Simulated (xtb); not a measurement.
HfO (SMILES [O]=[Hf]), singlet, geometry from GFN2-xTB (such geometries of metal compounds can be far from the true shape); GFN0-xTB (xtb).

xtb was given this input:
```
$ xtb mol.xyz --gfn 0 --etemp 3000 --json

# file mol.xyz
2

Hf    -0.00000000    -0.00000000    -0.17306172
O      0.00000000     0.00000000     1.55755544
```

The log (banner, timings and long lists left out):

```
   ID    Z sym.   atoms
    1   72 Hf     1
    2    8 O      2

           -------------------------------------------------
          |                Calculation Setup                |
           -------------------------------------------------

           -------------------------------------------------
          |                 G F N 0 - x T B                 |
           -------------------------------------------------

          ...................................................
          :                      SETUP                      :
          :.................................................:
          :  # basis functions                  14          :
          :  # atomic orbitals                  13          :
          :  # shells                            5          :
          :  # electrons                        10          :
          :  electronic temp.         3000.0000000     K    :
          :  accuracy                    1.0000000          :
          :  -> integral cutoff          0.2500000E+02      :
          :  -> integral neglect         0.1000000E-07      :
          ...................................................

         :::::::::::::::::::::::::::::::::::::::::::::::::::::
         ::                     SUMMARY                     ::
         :::::::::::::::::::::::::::::::::::::::::::::::::::::
         :: total energy              -4.825614388932 Eh    ::
         :: gradient norm              0.024825972773 Eh/a0 ::
         :: HOMO-LUMO gap              0.481476562134 eV    ::
         ::.................................................::
         :: H0 energy                 -4.630391704714 Eh    ::
         :: repulsion energy           0.023149843589 Eh    ::
         :: electrostat energy        -0.218148277212 Eh    ::
         :: -> Gsolv                   0.000000000000 Eh    ::
         ::    -> Gsasa                0.000000000000 Eh    ::
         ::    -> Gshift               0.000000000000 Eh    ::
         :: dispersion energy         -0.000224250596 Eh    ::
         :: short-range corr.          0.000000000000 Eh    ::
         :: add. restraining           0.000000000000 Eh    ::
         :: total charge               0.000000000000 e     ::
         :::::::::::::::::::::::::::::::::::::::::::::::::::::

           -------------------------------------------------
          |                Property Printout                |
           -------------------------------------------------

[...]
      -------------------------------------------------------------
         1        2.0000           -0.6847353             -18.6326
         2        2.0000           -0.4332395             -11.7890
         3        2.0000           -0.4332395             -11.7890
         4        2.0000           -0.4318443             -11.7511
         5        1.1826           -0.3228924              -8.7863 (HOMO)
         6        0.3669           -0.3051985              -8.3049 (LUMO)
         7        0.3669           -0.3051985              -8.3049
         8        0.0419           -0.2828491              -7.6967
         9        0.0419           -0.2828491              -7.6967
        10        0.0000           -0.1667215              -4.5367
        11                         -0.0250952              -0.6829
        12                         -0.0250952              -0.6829
        13                          0.2221104               6.0439
      -------------------------------------------------------------
                  HL-Gap            0.0176939 Eh            0.4815 eV
             Fermi-level            0.0000000 Eh            0.0000 eV

     #   Z          covCN         q      C6AA      α(0)
     1  72 Hf       0.699     0.974  1027.480    88.679
     2   8 O        0.699    -0.974    37.403     8.202

 Mol. C6AA /au·bohr⁶  :       1388.049951
 Mol. C8AA /au·bohr⁸  :     229010.251370
 Mol. α(0) /au        :         96.880969

Wiberg/Mayer (AO) data.
largest (>0.10) Wiberg bond orders for each atom

 ---------------------------------------------------------------------------
     #   Z sym  total        # sym  WBO       # sym  WBO       # sym  WBO
 ---------------------------------------------------------------------------
     1  72 Hf   1.154 --     2 O    1.154
     2   8 O    1.154 --     1 Hf   1.154
 ---------------------------------------------------------------------------

Topologies differ in total number of bonds
Writing topology from bond orders to xtbtopo.mol

 dipole moment from electron density (au)
     X       Y       Z
   0.0000   0.0000  -5.4675  total (Debye):   13.897

           -------------------------------------------------
          | TOTAL ENERGY               -4.825614388932 Eh   |
          | GRADIENT NORM               0.024825972773 Eh/α |
          | HOMO-LUMO GAP               0.481476562134 eV   |
           -------------------------------------------------

normal termination of xtb
```
